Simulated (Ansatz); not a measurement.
Ideal-gas functions of AsH3+ (`[AsH3+]`) radical at 800 K and 1 bar, from an Ansatz frequency run at PBE0-D4/def2-TZVP.

Molar mass 77.95 g/mol, point group C3v (symmetry number 3), electronic degeneracy 2, moments of inertia 3.631, 3.631, 6.249 u Å². Harmonic wavenumbers (cm⁻¹, unscaled): 688, 923, 923, 2297, 2362, 2362.

Use S(trans) = R[1.5 ln M + 2.5 ln T − 1.1517]; rotational temperatures θ = 24.2544 K / I; S(rot) = R[ln(√π/σ · √(T³/θAθBθC)) + 1.5]; for each mode x = 1.438777 ν̃/T, S = R[x/(eˣ − 1) − ln(1 − e⁻ˣ)] and H = RT x/(eˣ − 1); 1 cm⁻¹ = 0.0119627 kJ/mol; R = 8.31446 J/(mol·K).

By hand: the entropy, in J/(mol·K).

Translation 183.7. Rotation: θ = 6.6798, 6.6798, 3.8813 K, giving 70.0. Vibration, mode by mode: 7.05, 4.99, 4.99, 0.70, 0.63, 0.63, in all 19.0. Electronic 5.8. Sum 278.5 J/(mol·K).

By hand: H − E and G − E in kJ/mol, counted from the electronic energy.

Zero-point energy ½ × 9555 × 0.0119627 = 57.2; thermal vibration 9.8; translation, rotation and pV give 4 RT = 26.6. H − E = 93.6 kJ/mol, and G − E = 93.6 − 800 × 278.5/1000 = -129.2 kJ/mol.

Vibration gives 7 % of the entropy.
